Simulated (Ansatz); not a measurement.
Cartesian coordinates in Å:
```
C 1.4066 -1.8929 -0.6776
Zn 0.3474 -0.7801 0.4886
S -0.8335 0.3909 1.9379
Si -1.3381 1.8412 0.5589
F -0.8318 3.2804 0.9517
F -2.8913 1.9708 0.3291
F -0.6997 1.5134 -0.8631
H 1.9157 -1.2721 -1.4170
H 2.1557 -2.4445 -0.1071
H 0.7689 -2.6071 -1.2013
```

Charge 0, multiplicity 1.

Question: List the PBE/def2-TZVPP orbital energies in eV (Ansatz). (Estimate.)

Answer: Ansatz gave: Occupied: -9408.06, -2395.87, -1782.41, -1134.61, -1000.39, -1000.38, -1000.33, -660.57, -660.31, -660.31, -269.01, -208.85, -154.96, -154.91, -154.82, -139.84, -126.75, -96.62, -96.60, -96.56, -84.14, -84.12, -84.01, -30.70, -30.01, -29.87, -18.17, -17.13, -14.16, -12.62, -12.55, -12.44, -12.35, -12.33, -12.27, -12.25, -11.60, -11.10, -11.06, -10.62, -10.34, -9.93, -9.86, -9.85, -9.12, -8.37, -7.32, -6.88. Lowest empty: -1.56, -1.22, -1.08, -0.03, 0.53, 0.81, 1.17, 1.96.
